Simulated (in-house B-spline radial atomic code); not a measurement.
Values are calculated unless marked as measured or tabulated.
Making a Troullier-Martins p channel for Ge, r_c = 1.65 bohr

Ge, [Ar] 3d10 4s2 4p2, non-relativistic PBE, spherical and spin-unpolarised, from an all-electron radial atomic-structure program (B-spline basis) (atomic units). The all-electron 4p level is ε = -0.144496 hartree, its outermost node lies just inside 0.84 bohr and its outer maximum at 2.21 bohr.

Inside r_c the pseudo-orbital is u(r) = r^2 exp(p(r)), with p = c0 + c2 r² + c4 r⁴ + … + c12 r¹². The seven coefficients follow from p and its first four derivatives at r_c, from zero curvature of the screened potential at the origin, c4 = −c2²/(2l + 5), and from the norm inside r_c. At r_c the all-electron orbital has P = 0.5443497, P' = 0.3019653, the screened potential V = -1.176722, V' = 1.506368, V'' = -3.148886, and the norm inside is Q = 0.1272655.

Task: What are p, p' and p'' at r_c?

Result: p = ln(P/r_c^2) = ln(0.5443497/2.7225) = -1.60971. p' = P'/P − 2/r_c = 0.55473 − 1.21212 = -0.65739. The radial equation gives p'' = 2(V − ε) − 2(2) p'/r_c − p'² = -2.06445 − (-1.59368) − 0.43217 = -0.90294. Differentiating, p''' = 2V' + 2(2)p'/r_c² − 2(2)p''/r_c − 2p'p'' = 3.0486, and p'''' = 2V'' − 4(2)p'/r_c³ + 4(2)p''/r_c² − 2(2)p'''/r_c − 2p''² − 2p'p''' = -12.793.

For a trial c2 the five matching conditions are linear in c0, c6, c8, c10 and c12, and c2 is varied until the norm inside r_c equals Q. The root nearest zero gives:

| n | c_n |
| --- | --- |
| 0 | -1.104531 |
| 2 | -0.3443095 |
| 4 | -0.01693558 |
| 6 | 0.2050551 |
| 8 | -0.1333186 |
| 10 | 0.03299639 |
| 12 | -0.002925084 |

Task: Check c4 and p(r_c), and find the screened pseudopotential at the origin.

Result: −c2²/7 = -0.0169356, as listed. The terms c_n r_c^n are -1.10453, -0.93738, -0.12553, 4.13784, -7.32424, 4.93521, -1.19109, which sum to -1.60971. Inverting the radial equation, V_l(r) = ε + 2 p'/r + (p'' + p'²)/2, so V_l(0) = ε + (2l + 3) c2 = -0.144496 + 5 × (-0.34431) = -1.8660 hartree, finite where the all-electron potential diverges.

Orbitals and screened potentials:

```csv
r (bohr),P,u,V all-electron,V pseudo
0.165,0.1045,0.008937,-111.8,-1.862
0.412,-0.2339,0.05308,-24.57,-1.736
0.66,-0.1548,0.1254,-9.255,-1.262
0.908,0.07872,0.217,-4.517,-0.6394
1.155,0.2911,0.3268,-2.611,-0.5417
1.402,0.4452,0.4474,-1.68,-1.125
1.65,0.5443,0.5443,-1.177,-1.177
```

Logarithmic derivatives P'/P at R = 1.95 bohr, for energies E around ε:

| E − ε (hartree) | all-electron | pseudo |
| --- | --- | --- |
| -0.5 | 0.729134 | 0.72508 |
| -0.25 | 0.480887 | 0.479609 |
| -0.1 | 0.31406 | 0.313823 |
| 0 | 0.193726 | 0.193728 |
| 0.1 | 0.0648905 | 0.0645933 |
| 0.25 | -0.147158 | -0.14941 |
| 0.5 | -0.565555 | -0.578338 |

Task: With P(R) = 0.6056528 and a norm of 0.2281452 inside R, what slope in energy does norm conservation fix?

Result: d(P'/P)/dE = −2 × (norm inside R)/P(R)² = -1.2439 per hartree·bohr at E = ε, for both atoms, since orbital and norm agree at R. Differences over ±0.1 hartree give -1.2458 (all-electron) and -1.2461 (pseudo), which also hold third-order terms. Half a hartree below ε the two curves differ by -0.0041.
